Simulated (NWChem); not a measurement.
Molecule: SiH₄TeO₂; SMILES [SiH3]O[Te]O

```xyz
8

Te     0.2921    -0.7805     0.0447
O     -1.6400    -1.1732    -0.1389
H     -2.0876    -0.8338     0.6477
O      0.3040     1.0618    -0.7108
Si    -0.1192     2.4158     0.1797
H     -1.4697     2.2429     0.8035
H     -0.1474     3.5694    -0.7627
H      0.8699     2.6780     1.2709
```
Atoms are numbered in this order, from 1.

Program: NWChem. The geometry was optimised at PBE0/def2-SVP. No frequency run checked for a minimum. def2 effective core potentials on Te; no spin-orbit coupling. Ions are spin-unrestricted doublets at the neutral geometry; other ion states weren't tried.

For level PBE/def2-SVP:

```
Item                                   Result
-------------------------------------  ------
vertical ionisation energy, ΔSCF (eV)    8.23
−ε(HOMO) (eV)                            5.01
```

Problem. How do the values read with level CAM-B3LYP/def2-SVP instead?

Solution. 
* **vertical ionisation energy, ΔSCF (eV)**: 8.60
* **−ε(HOMO) (eV)**: 7.49
